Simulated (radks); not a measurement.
Spherical quantum dot in the effective-mass picture: electrons in a parabolic well V = omega^2 r^2 / 2 with omega = 0.703, with a point charge +2 (a donor) at the centre, all in effective atomic units (hartree* = m*/eps^2 hartree, bohr* = eps/m* bohr), one dielectric constant everywhere. Calculated with a radial shooting solver with Libxc functionals: non-relativistic Kohn-Sham, r2SCAN, spin-polarised, spherical densities, generalised Kohn-Sham scheme. Levels are named by radial order and angular momentum (1s, 1p, 1d, 2s, ...), and open shells are averaged over m.

N = 28, configuration 1s2 1p6 1d10 2s2 1f(up 7, down 0) 2p(up 1, down 0). This is the lowest configuration that the search found. Occupied and some empty levels:

level,occupation,eigenvalue (hartree*),<r> (bohr*)
1s up,1,9.1385,0.9988
1s down,1,9.1629,0.9834
1p up,3,9.9440,2.643
2s up,1,9.9568,2.714
1p down,3,10.003,2.569
2s down,1,10.020,2.635
1d up,5,10.284,3.080
1d down,5,10.368,3.022
1f up,7,10.648,3.358
2p up,1,10.700,2.765
1f down,0,10.752,3.327
2p down,0,10.787,2.816
3s up,0,10.857,2.917
3s down,0,10.929,2.967
1g up,0,11.049,3.580
1g down,0,11.166,3.570
2d up,0,11.214,3.122
2d down,0,11.294,3.157

Energy (hartree*): total 167.914, kinetic 20.190, external 36.268, Hartree 122.69, exchange-correlation -11.235.

Electron density:

r (bohr*),n(r) (e/bohr*^3)
0.424,0.8691
0.878,0.2158
1.33,0.1159
1.79,0.1147
2.24,0.1237
2.70,0.1208
3.15,0.09813
3.61,0.06171
4.06,0.02848
4.52,0.009273
4.97,0.002100
5.43,0.0003320
5.88,0.00003686
